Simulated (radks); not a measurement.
The numbers below are computed, except where a source is named.
The bismuth ion Bi3+, configuration [Xe] 4f14 5d9 6s2 6p1 (not the ground configuration). Level of theory: scalar-relativistic Kohn-Sham, r2SCAN, spin-unpolarised, spherical densities, finite nucleus; meta-GGA in the generalised Kohn-Sham scheme; Fermi nuclear charge, rms radius 5.5211 fm (a radial shooting solver on a logarithmic mesh with Libxc functionals).

Normalised radial functions P(r) = r R(r), r in bohr:

r	4f	5p
0.002326	0.0000	0.0124
0.003153	0.0000	0.0202
0.004239	0.0000	0.0323
0.005745	0.0000	0.0517
0.007723	0.0001	0.0803
0.01047	0.0002	0.1228
0.01407	0.0007	0.1783
0.01892	0.0019	0.2439
0.02564	0.0055	0.3065
0.03448	0.0148	0.3300
0.04672	0.0390	0.2651
0.06282	0.0941	0.0750
0.08514	0.2138	-0.2205
0.1145	0.4291	-0.4454
0.1539	0.7595	-0.3652
0.2086	1.1667	0.1147
0.2804	1.4841	0.6107
0.38	1.5390	0.5355
0.5109	1.2658	-0.2155
0.6925	0.7983	-1.0291
0.931	0.3826	-1.2004
1.252	0.1305	-0.7992
1.696	0.0279	-0.3168
2.281	0.0036	-0.0759
3.091	0.0002	-0.0092
4.156	0.0000	-0.0005
5.632	0.0000	0.0000
7.572	0.0000	0.0000

4f: eigenvalue -189.44 eV, 0 radial nodes, <r> = 0.441 bohr, 90 % of the charge inside 0.697 bohr. 5p: eigenvalue -132.33 eV, 3 radial nodes at r = 0.0683, 0.197, 0.476 bohr, <r> = 0.944 bohr, 90 % of the charge inside 1.36 bohr.
